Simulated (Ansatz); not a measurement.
Ansatz (a first-principles code) input (CCSD(T)/def2-SVPD):

Ansatz 0.2 input:
```yaml
crystal:
  periodic: [false, false, false]
  atoms:
    - {symbol: K, position_ang: [-0.00000000, -0.00000000, -0.74845923]}
    - {symbol: O, position_ang: [0.00000000, 0.00000000, 1.47370794]}
    - {symbol: H, position_ang: [0.00000000, 0.00000000, 2.43106183]}
basis:
  gaussian:
    orbitals: def2-SVPD
magnetization: {spin_polarized: false}
correlation: {method: ccsd_t, electrons: outside_noble_gas}
output: {forces: true}
```

End of the output:

```
mean field evaluation 1: about -18348.9232 eV, gradient 4.9e1 eV
mean field evaluation 2: about -18348.9247 eV, gradient 4.9e1 eV
mean field evaluation 4: about -18353.5007 eV, gradient 1.7e0 eV
mean field evaluation 8: about -18353.5114 eV, gradient 8.3e-4 eV
mean field evaluation 16: about -18353.5109 eV, gradient 3.0e-1 eV
mean field -18353.51141597 eV, -674.4791040801 hartree, gradient 1.1e-6 eV, S^2 0.000000; 0 other end points of the search recorded, 0 dependent functions left out
10 core orbitals not correlated, not the lowest: weight in the atoms' cores, before any rotation towards them, 0.936 or more for the frozen orbitals, at most 0.055 for the correlated occupied ones
reference -18353.51141597 eV, -674.4791040801 hartree; 4, 4 occupied and 44, 44 virtual orbitals, 559 factors
densities: 0.11 GiB planned
second order -6.17088810 eV of doubles, -0.00000000 eV of singles
coupled cluster: 0.09 GiB planned
cycle   1  -5.98984732 eV  change    1.8e-1 eV  update   8.5e-2
cycle   2  -6.15643468 eV  change   -1.7e-1 eV  update   2.8e-2
cycle   3  -6.20769322 eV  change   -5.1e-2 eV  update   1.4e-2
cycle   4  -6.20783410 eV  change   -1.4e-4 eV  update   4.0e-3
cycle   5  -6.20465779 eV  change    3.2e-3 eV  update   2.1e-3
cycle   6  -6.20464132 eV  change    1.6e-5 eV  update   7.9e-4
cycle   7  -6.20482885 eV  change   -1.9e-4 eV  update   3.6e-4
cycle   8  -6.20479744 eV  change    3.1e-5 eV  update   1.7e-4
cycle   9  -6.20475985 eV  change    3.8e-5 eV  update   5.0e-5
cycle  10  -6.20476646 eV  change   -6.6e-6 eV  update   1.8e-5
cycle  11  -6.20476387 eV  change    2.6e-6 eV  update   8.1e-6
cycle  12  -6.20475877 eV  change    5.1e-6 eV  update   2.6e-6
perturbative correction -0.17516093 eV, -0.0064370455 hartree
the calculation of the forces begins
Total energy: -18359.89133567 eV, -674.7135618046 hartree
Atom 0 at    -0.000000    -0.000000    -0.748459 Å, force     0.000000     0.000000    -0.836152 eV/Å
Atom 1 at     0.000000     0.000000     1.473708 Å, force     0.000000     0.000000     0.615862 eV/Å
Atom 2 at     0.000000     0.000000     2.431062 Å, force     0.000000     0.000000     0.220290 eV/Å
Dipole moment:    -0.000000    -0.000000    -1.627072 e Å
```
